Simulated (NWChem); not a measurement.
Everything below was run with NWChem. System: H$_{6}$BP, charge 0, spin multiplicity 1, at a geometry optimised with PBE/def2-SVP. The structure started from a generated list of species. Level: TDA-CAM-B3LYP/def2-SVPD.

Job file:

```
start mol
memory heap 200 mb stack 900 mb global 1100 mb
geometry units angstroms nocenter noautoz
  B     -0.849487     1.083560     0.000000
  H     -0.559887     1.680685     1.032773
  H     -0.559887     1.680685    -1.032773
  H     -1.967844     0.577265     0.000000
  P      0.337188    -0.430131     0.000000
  H      1.747096    -0.193353     0.000000
  H      0.265070    -1.355559    -1.087377
  H      0.265070    -1.355559     1.087377
  symmetry group Cs
end
basis spherical
  * library def2-svpd
end
dft
  xc xcamb88 1.00 lyp 0.81 vwn_5 0.19 hfexch 1.00
  cam 0.33 cam_alpha 0.19 cam_beta 0.46
  direct
  iterations 100
end
tddft
  cis
  nroots 6
  notriplet
  thresh 1e-4
end
task tddft energy
```

Output (cleaned and shortened):

```
             Northwest Computational Chemistry Package (NWChem) 7.3.0
             --------------------------------------------------------

                                NWChem Input Module
                                -------------------

 Scaling coordinates for geometry "geometry" by  1.889725989
 (inverse scale =  0.529177249)

 Turning off AUTOSYM since
 SYMMETRY directive was detected!

                             Geometry "geometry" -> ""
                             -------------------------

 Output coordinates in angstroms (scale by  1.889725989 to convert to a.u.)

  No.       Tag          Charge          X              Y              Z
 ---- ---------------- ---------- -------------- -------------- --------------
    1 B                    5.0000    -0.84948700     1.08356000     0.00000000
    2 H                    1.0000    -0.55988700     1.68068500     1.03277300
    3 H                    1.0000    -0.55988700     1.68068500    -1.03277300
    4 H                    1.0000    -1.96784400     0.57726500     0.00000000
    5 P                   15.0000     0.33718800    -0.43013100     0.00000000
    6 H                    1.0000     1.74709600    -0.19335300     0.00000000
    7 H                    1.0000     0.26507000    -1.35555900    -1.08737700
    8 H                    1.0000     0.26507000    -1.35555900     1.08737700

 Effective nuclear repulsion energy (a.u.)      58.8924672259

            Nuclear Dipole moment (a.u.)
            ----------------------------
        X                 Y               Z
 ---------------- ---------------- ----------------
     0.0000056692    -0.0000018897     0.0000000000

      Symmetry information
      --------------------

 Group name             Cs
 Group number              2
 Group order               2
 No. of unique centers     6

      Symmetry unique atoms

     1    2    4    5    6    7


 Summary of "ao basis" -> "" (spherical)
 ------------------------------------------------------------------------------
       Tag                 Description            Shells   Functions and Types
 ---------------- ------------------------------  ------  ---------------------
 *                         def2-svpd                  on all atoms

                                 NWChem DFT Module
                                 -----------------

 Summary of "ao basis" -> "ao basis" (spherical)
 ------------------------------------------------------------------------------
       Tag                 Description            Shells   Functions and Types
 ---------------- ------------------------------  ------  ---------------------
 B                         def2-svpd                 8       20   4s2p2d
 H                         def2-svpd                 4        8   2s2p
 P                         def2-svpd                10       24   5s3p2d

 Summary of "ao basis" -> "ao basis" (spherical)
 ------------------------------------------------------------------------------
       Tag                 Description            Shells   Functions and Types
 ---------------- ------------------------------  ------  ---------------------
 B                         def2-svpd                 8       20   4s2p2d
 H                         def2-svpd                 4        8   2s2p
 P                         def2-svpd                10       24   5s3p2d

      Symmetry analysis of basis
      --------------------------

        a'         59
        a"         33

  int_init: cando_txs set to always be  F

            General Information
            -------------------
          SCF calculation type: DFT
          Wavefunction type:  closed shell.
          No. of atoms     :     8
          No. of electrons :    26
           Alpha electrons :    13
            Beta electrons :    13
          Charge           :     0
          Spin multiplicity:     1
          Use of symmetry is: off; symmetry adaption is: on
          Maximum number of iterations: 100
          This is a Direct SCF calculation.
          AO basis - number of functions:    92
                     number of shells:    42
          Convergence on energy requested:  1.00D-06
          Convergence on density requested:  1.00D-05
          Convergence on gradient requested:  5.00D-04

              XC Information
              --------------
                     Hartree-Fock (Exact) Exchange  1.000
                   CAM-Becke88 Exchange Functional  1.000
                      VWN V Correlation Functional  0.190 local
              Lee-Yang-Parr Correlation Functional  0.810

           Range-Separation Parameters
           ---------------------------
           Alpha           :  0.19
           Beta            :  0.46
           Gamma           :  0.33
           Short-Range HF  :     F

             Grid Information
             ----------------
          Grid used for XC integration:  medium
          Radial quadrature: Mura-Knowles
          Angular quadrature: Lebedev.
          Tag              B.-S. Rad. Rad. Pts. Rad. Cut. Ang. Pts.
          ---              ---------- --------- --------- ---------
          B                   0.85       49          10.0       434
          H                   0.35       45          11.0       434
          P                   1.00       88          10.0       590
          Grid pruning is: on
          Number of quadrature shells:   407
          Spatial weights used:  Erf1

          Convergence Information
          -----------------------
          Convergence aids based upon iterative change in
          total energy or number of iterations.
[...]
           Beta            :  0.46
           Gamma           :  0.33

             TDDFT Information
             -----------------
          Calculation type : Tamm-Dancoff TDDFT
         Wavefunction type : Restricted singlets
          No. of electrons :      26
           Alpha electrons :      13
            Beta electrons :      13
              No. of roots :       6
          Max subspacesize :    5200
            Max iterations :     100
               Target root :       1
           Target symmetry : none
      Symmetry restriction : off
                 Algorithm : Optimal
        Davidson threshold :  0.10D-03

            Memory Information
            ------------------
          Available GA space size is         144170736 doubles
          Available MA space size is         110623572 doubles
          Length of a trial vector is         1027
          Algorithm : Incore multiple tensor contraction
          Estimated peak GA usage is          16459026 doubles
          Estimated peak MA usage is             18600 doubles

    6 smallest eigenvalue differences (eV)
--------------------------------------------------------
  No. Spin  Occ  Vir  Irrep   E(Occ)    E(Vir)   E(Diff)
--------------------------------------------------------
    1    1   13   14 a'       -0.366     0.027    10.707
    2    1   12   14 a"       -0.366     0.027    10.708
    3    1   11   14 a'       -0.382     0.027    11.131
    4    1   13   15 a'       -0.366     0.053    11.416
    5    1   13   16 a"       -0.366     0.053    11.416
    6    1   12   15 a"       -0.366     0.053    11.416
--------------------------------------------------------

  Entering Davidson iterations
  Restricted singlet excited states

  Iter   NTrls   NConv    DeltaV     DeltaE      Time
  ----  ------  ------  ---------  ---------  ---------
    1      6       0     0.65E-01   0.10+100        9.3
    2     12       0     0.31E-01   0.13E-01        9.4
    3     18       0     0.27E-01   0.44E-02        9.3
    4     24       0     0.23E-01   0.34E-02        9.3
    5     30       0     0.15E-01   0.17E-02        9.3
    6     36       1     0.13E-01   0.85E-03        9.3
    7     41       1     0.67E-02   0.35E-03        8.8
    8     46       3     0.20E-02   0.52E-04        8.8
    9     49       4     0.53E-03   0.57E-05        7.8
   10     51       5     0.13E-03   0.38E-06        7.3
   11     52       6     0.93E-04   0.18E-07        6.8
  ----  ------  ------  ---------  ---------  ---------
  Convergence criterion met

  Ground state a'       -369.636264940804 a.u.

  ----------------------------------------------------------------------------
  Root   1 singlet a'             0.287748839 a.u.                7.8300 eV
  ----------------------------------------------------------------------------
     Transition Moments    X -0.13403   Y -0.10468   Z  0.00000
     Transition Moments   XX  2.31711  XY  0.08932  XZ -0.00000
     Transition Moments   YY -1.28549  YZ  0.00000  ZZ -1.03416
     Dipole Oscillator Strength                    0.0055478281
     Electric Quadrupole                           0.0000005143
     Magnetic Dipole                               0.0000028630
     Total Oscillator Strength                     0.0055512054

          sigma_e =   2.7748 Angstrom
          sigma_h =   1.5201 Angstrom
         |d_h->e| =   1.7547 Angstrom
            d_exc =   3.5780 Angstrom
            d_CD1 =   3.0094 Angstrom
            d_CD2 =  -0.3928 Angstrom
            d_CD3 =   5.3326 Angstrom
     Pearson C.C. =   0.0341

     Occ.   11  a'  ---  Virt.   15  a'      -0.05419
     Occ.   13  a'  ---  Virt.   14  a'       0.98081
     Occ.   13  a'  ---  Virt.   17  a'       0.10481
     Occ.   13  a'  ---  Virt.   23  a'      -0.10617
  ----------------------------------------------------------------------------
  Root   2 singlet a"             0.287752336 a.u.                7.8301 eV
  ----------------------------------------------------------------------------
     Transition Moments    X  0.00000   Y  0.00000   Z  0.17009
     Transition Moments   XX -0.00000  XY -0.00000  XZ -0.25290
     Transition Moments   YY  0.00000  YZ  1.99759  ZZ  0.00000
     Dipole Oscillator Strength                    0.0055498207
     Electric Quadrupole                           0.0000005144
     Magnetic Dipole                               0.0000028626
     Total Oscillator Strength                     0.0055531977

          sigma_e =   2.7748 Angstrom
          sigma_h =   1.5201 Angstrom
         |d_h->e| =   1.7546 Angstrom
            d_exc =   3.5779 Angstrom
            d_CD1 =   3.0093 Angstrom
            d_CD2 =  -0.3928 Angstrom
            d_CD3 =   5.3325 Angstrom
     Pearson C.C. =   0.0341

     Occ.   11  a'  ---  Virt.   16  a"      -0.05421
     Occ.   12  a"  ---  Virt.   14  a'      -0.98081
     Occ.   12  a"  ---  Virt.   17  a'      -0.10471
     Occ.   12  a"  ---  Virt.   23  a'       0.10614
  ----------------------------------------------------------------------------
  Root   3 singlet a'             0.295526016 a.u.                8.0417 eV
  ----------------------------------------------------------------------------
     Transition Moments    X  0.09661   Y -0.12304   Z  0.00000
     Transition Moments   XX  0.83370  XY -0.07628  XZ  0.00000
     Transition Moments   YY  0.87031  YZ  0.00000  ZZ  0.77077
     Dipole Oscillator Strength                    0.0048214262
     Electric Quadrupole                           0.0000000011
     Magnetic Dipole                               0.0000000000
     Total Oscillator Strength                     0.0048214273

          sigma_e =   2.4996 Angstrom
          sigma_h =   1.6483 Angstrom
         |d_h->e| =   1.4703 Angstrom
            d_exc =   3.2977 Angstrom
            d_CD1 =   2.3216 Angstrom
            d_CD2 =  -0.6037 Angstrom
            d_CD3 =   4.7680 Angstrom
     Pearson C.C. =   0.0305

     Occ.    8  a'  ---  Virt.   14  a'      -0.05381
     Occ.   11  a'  ---  Virt.   14  a'       0.89520
     Occ.   11  a'  ---  Virt.   17  a'      -0.06092
     Occ.   11  a'  ---  Virt.   20  a'      -0.06392
     Occ.   11  a'  ---  Virt.   28  a'       0.05655
     Occ.   12  a"  ---  Virt.   16  a"      -0.29324
     Occ.   13  a'  ---  Virt.   15  a'       0.29564
  ----------------------------------------------------------------------------
  Root   4 singlet a"             0.295789387 a.u.                8.0488 eV
  ----------------------------------------------------------------------------
     Transition Moments    X  0.00000   Y -0.00000   Z -0.00002
     Transition Moments   XX  0.00000  XY -0.00000  XZ -0.00040
     Transition Moments   YY  0.00000  YZ  0.00006  ZZ  0.00000
     Dipole Oscillator Strength                    0.0000000001
     Electric Quadrupole                           0.0000000000
     Magnetic Dipole                               0.0000006598
     Total Oscillator Strength                     0.0000006599

          sigma_e =   1.9620 Angstrom
          sigma_h =   1.5688 Angstrom
         |d_h->e| =   1.7725 Angstrom
            d_exc =   3.0630 Angstrom
            d_CD1 =   2.1657 Angstrom
            d_CD2 =   0.0071 Angstrom
            d_CD3 =   4.8355 Angstrom
     Pearson C.C. =   0.0115

     Occ.   12  a"  ---  Virt.   15  a'      -0.70036
     Occ.   12  a"  ---  Virt.   31  a'      -0.05106
     Occ.   13  a'  ---  Virt.   16  a"      -0.69954
     Occ.   13  a'  ---  Virt.   30  a"      -0.05101
  ----------------------------------------------------------------------------
  Root   5 singlet a'             0.296912649 a.u.                8.0794 eV
  ----------------------------------------------------------------------------
     Transition Moments    X -0.02076   Y -0.01729   Z  0.00000
     Transition Moments   XX  0.43505  XY -0.22802  XZ -0.00000
     Transition Moments   YY -0.62340  YZ  0.00000  ZZ  0.19251
     Dipole Oscillator Strength                    0.0001444702
     Electric Quadrupole                           0.0000000501
     Magnetic Dipole                               0.0000019486
     Total Oscillator Strength                     0.0001464690

          sigma_e =   1.9875 Angstrom
          sigma_h =   1.6020 Angstrom
         |d_h->e| =   1.6524 Angstrom
            d_exc =   3.0150 Angstrom
            d_CD1 =   2.0378 Angstrom
            d_CD2 =  -0.1424 Angstrom
            d_CD3 =   4.6674 Angstrom
     Pearson C.C. =   0.0246

     Occ.   11  a'  ---  Virt.   15  a'       0.38952
     Occ.   12  a"  ---  Virt.   16  a"      -0.63089
     Occ.   13  a'  ---  Virt.   15  a'      -0.63067
     Occ.   13  a'  ---  Virt.   17  a'       0.16834
     Occ.   13  a'  ---  Virt.   20  a'      -0.05378
  ----------------------------------------------------------------------------
  Root   6 singlet a"             0.296927320 a.u.                8.0798 eV
  ----------------------------------------------------------------------------
     Transition Moments    X -0.00000   Y -0.00000   Z -0.02603
     Transition Moments   XX  0.00000  XY -0.00000  XZ  0.50018
     Transition Moments   YY -0.00000  YZ -0.32899  ZZ  0.00000
     Dipole Oscillator Strength                    0.0001341662
     Electric Quadrupole                           0.0000000500
     Magnetic Dipole                               0.0000019491
     Total Oscillator Strength                     0.0001361653

          sigma_e =   1.9874 Angstrom
          sigma_h =   1.6017 Angstrom
         |d_h->e| =   1.6531 Angstrom
            d_exc =   3.0152 Angstrom
            d_CD1 =   2.0388 Angstrom
            d_CD2 =  -0.1415 Angstrom
            d_CD3 =   4.6684 Angstrom
     Pearson C.C. =   0.0246

     Occ.   11  a'  ---  Virt.   16  a"      -0.38922
     Occ.   12  a"  ---  Virt.   15  a'       0.62984
     Occ.   12  a"  ---  Virt.   17  a'       0.17103
     Occ.   12  a"  ---  Virt.   20  a'      -0.05349
     Occ.   13  a'  ---  Virt.   16  a"      -0.63122

              Target root =      1
          Target symmetry = none
      Ground state energy =   -369.636264940804
        Excitation energy =      0.287748839345
     Excited state energy =   -369.348516101459

  stored tddft:energy   -369.34851610145893

 Task  times  cpu:      114.3s     wall:      114.3s

 Total times  cpu:      114.3s     wall:      114.3s
```
